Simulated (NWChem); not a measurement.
Molecule: TeO, triplet; SMILES [Te]=O

```xyz
2

O      0.0000     0.0000    -1.5871
Te     0.0000     0.0000     0.2636
```
Atoms are numbered in this order, from 1.

Structure relaxed at the PBE0/def2-SVP, spin-unrestricted level. No stability test was run on the SCF state. def2 effective core potentials on Te; no spin-orbit coupling.

Question: List the 4 lowest vertical excitations from B3LYP/def2-SVPD with def2 effective core potentials on Te, spin-unrestricted, TDA (NWChem).

Answer: 
```json
[
 {"state": "state 1", "energy (eV)": "2.80", "oscillator strength": "0.000", "<S²>": "2.01"},
 {"state": "state 2", "energy (eV)": "2.80", "oscillator strength": "0.000", "<S²>": "2.01"},
 {"state": "state 3", "energy (eV)": "2.91", "oscillator strength": "0.000", "<S²>": "2.01"},
 {"state": "state 4", "energy (eV)": "3.67", "oscillator strength": "0.000", "<S²>": "2.04"}
]
```
